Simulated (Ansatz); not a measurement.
Z-matrix (Å, degrees):
```
C
H 1 1.0952
H 1 1.0972 2 106.11
C 1 1.5256 2 110.78 3 -120.24
H 4 1.0922 1 111.21 2 -61.89
H 4 1.0924 5 107.68 1 -122.21
H 4 1.0930 5 107.46 6 -115.62
Si 1 1.8635 2 107.94 3 114.19
H 8 1.4838 1 111.68 2 -55.95
H 8 1.4848 9 109.73 1 123.88
Cl 8 2.0641 9 107.34 10 115.90
```
Charge 0, multiplicity 1.

All values below come from frozen-core CCSD(T)/def2-TZVPP // PBE0-D4/def2-TZVP in Ansatz (a program for electronic structure).

```
Quantity                       Result
----------------------  -------------
HF energy               -828.35860 Ha
MP2 correlation energy    -0.67063 Ha
```

Q: Estimate the CCSD correlation energy, the (T) correction, the total energy and the T1 diagnostic.

A: 
The CCSD correlation energy is -0.72784 Ha and the (T) correction comes out as -0.02799 Ha. The CCSD(T) total energy comes out as -829.11443 Ha and the T1 diagnostic comes out as 0.009.
